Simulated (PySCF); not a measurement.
How methods differ on the excitation energy of Rb

Rb [Kr] 5s1 (2S) → Rb [Kr] 5p1 (2P), as a difference of total energies. All numbers are calculated (PySCF 2.14, the spin-free X2C one-electron Hamiltonian (Gaussian nucleus), in x2c-TZVPPall). Correlated levels: valence and next inner shell: [Ar] 3d10 frozen. The calculations carry no spin-orbit coupling.

| method | excitation energy (eV) | error (eV) |
| --- | --- | --- |
| UHF | 1.344 | -0.235 |
| MP2 (valence and next inner shell) | 1.539 | -0.040 |
| SCS-MP2 (valence and next inner shell) | 1.501 | -0.078 |
| CCSD (valence and next inner shell) | 1.529 | -0.050 |
| CCSD(T) (valence and next inner shell) | 1.545 | -0.034 |

Reference: 1.579 eV (measured; NIST levels, between the centres of gravity of the two terms).

Errors of the correlated levels include the incompleteness of this basis and the frozen core.

The basis was made for the ground configuration and has no added diffuse functions, so the excitation energy can come out too high.
